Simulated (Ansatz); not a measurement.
Born–Oppenheimer molecular dynamics of a periodic cell of 21 atoms, NaH₁₃O₇ (contents 6 H2O + 1 Na + 1 OH, density as packed 1.10 g/cm³ with natural masses). It starts from a partly relaxed structure (largest force component 0.24 eV/Å).

Computed with Ansatz, DFT PBE-D3(BJ), scalar-relativistic, plane waves, PAW. Settings: cutoff 420 eV, k mesh 1x1x1, fermi-dirac smearing 0.02 eV, no spin polarisation.

```json
{
 "ensemble": "NVT, Langevin thermostat",
 "time step": "0.5 fs",
 "steps asked": "300",
 "set temperature": "400 K",
 "friction": "0.02 /fs",
 "seed": "492858"
}
```

First frame:

```xyz
21
Lattice="6.0732 0.0000 0.0000 0.0000 6.0732 0.0000 0.0000 0.0000 6.0732" Properties=species:S:1:pos:R:3
O 1.816 2.166 2.906
H 1.899 2.854 2.186
H 2.574 1.561 2.717
O 6.197 2.632 6.077
H 6.592 2.925 5.235
H 5.350 2.170 5.840
O 0.525 6.129 4.242
H 0.791 6.939 3.751
H 0.380 5.490 3.503
O 2.507 3.922 0.841
H 3.163 3.426 0.324
H 3.019 4.652 1.379
O 5.994 4.983 1.731
H 5.029 5.266 1.839
H 6.019 4.120 1.254
O 4.015 7.122 5.814
H 3.996 6.779 6.759
H 4.610 6.508 5.334
Na 1.454 0.162 0.401
O 3.537 -0.160 2.020
H 3.384 -0.267 2.971
```

Problem. What does the run give?

Solution. All steps were run.

- steps done: 300
- time covered: 150 fs
- mean temperature over the second half: 402 K
- spread of the potential energy over the second half: 8.6 meV per atom
- mean potential energy of the second half above the start: 38.8 meV per atom

A run of 0.15 ps of so small a system gives no equilibrium averages. Limits of this set-up: coarse k mesh.

Problem. What happens to the structure?

Solution. Mean squared displacements from the first frame to the last, about the centre of mass: O 0.24 Å², H 0.42 Å², Na 0.31 Å². This is one draw of velocities; another would differ in detail.

Problem. How do temperature and energy run in time?

Solution. 
```
time (fs)  T (K)  potential energy less start (eV)
      0.0    381                             0.000
      7.5    252                             0.476
     15.0    227                             0.701
     22.5    239                             0.782
     30.0    291                             0.614
     37.5    284                             0.550
     45.0    316                             0.591
     52.5    296                             0.676
     60.0    292                             0.614
     67.5    332                             0.702
     75.0    338                             0.781
     82.5    465                             0.661
     90.0    253                             1.137
     97.5    340                             1.031
    105.0    378                             0.982
    112.5    491                             0.623
    120.0    424                             0.758
    127.5    390                             0.873
    135.0    379                             0.745
    142.5    501                             0.528
    150.0    474                             0.596
```

Run time: 5.9 min on 1 thread of Arm Neoverse V1, with other jobs on the host, peak memory 0.32 GiB.
